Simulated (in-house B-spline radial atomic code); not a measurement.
RPA and G0W0 on PBE0: O⁴⁺

Configuration [He] 2s2, mean-field start PBE0. Computed with a B-spline radial code for spherical atoms: all electrons, non-relativistic, point nucleus, each spin shell either full or empty, empty states to l = 9 with an (l + 1/2)⁻⁴ tail; G0W0 by contour deformation at full frequency.

Command:
```bash
python run_gw.py task.json out
```
Settings (radii: box in bohr, nucleus in fm):
```
Z                        8
electrons                4
configuration            [He] 2s2
hamiltonian              nr
method                   pbe0
lmax                     9
spin_polarised           False
box_radius               11.96
intervals                45
ion_configuration        [He] 2s1
```

Cost of the run: 0.7 s on 1 thread of Arm Neoverse V2 (shared host).

Energies (hartree):

```csv
term,value
mean-field total,-68.31473
Hartree-Fock functional on these orbitals,-68.25630
direct second order,-0.31125
second-order exchange,0.15253
SOSEX correction,0.11875
```

Q: What is the RPA correlation energy, and what remains with SOSEX?

A: RPA gives -0.24257 hartree (-1.65 eV per electron); RPA + SOSEX gives -0.12382, and the second-order doubles -0.15872 hartree (no singles). SOSEX takes back 49 % of the RPA value.

Quasi-particle levels (eV):

```
level  occupied  mean field  Σx - vxc     Σc  QP weight     G0W0
   2s       yes     -105.08     -6.21      ?          ?        ?
   1s       yes     -632.48    -36.61   6.18      0.911  -662.92
   2p        no      -86.24      9.90  -1.68      0.968   -78.02
```

G0W0 = mean field + (Σx - vxc) + Σc, with Σc (partial-wave tail included) taken at the quasi-particle energy.

Q: Where does G0W0 put 2s?

A: At -113.74 eV, with Σc = -2.45 eV and a quasi-particle weight of 0.953. The tabulated removal energy is 113.899 eV (NIST, measured).

Q: What does it cost to remove one electron (to [He] 2s1) by differences of total energies, each species on its own start (correlation terms add to the Hartree-Fock functional)?

A: PBE0 112.50 eV, Hartree-Fock functional 111.00 eV, + RPA 113.77 eV, + RPA + SOSEX 113.03 eV, + second order 113.93 eV. Tabulated: 113.899 eV (NIST, measured).
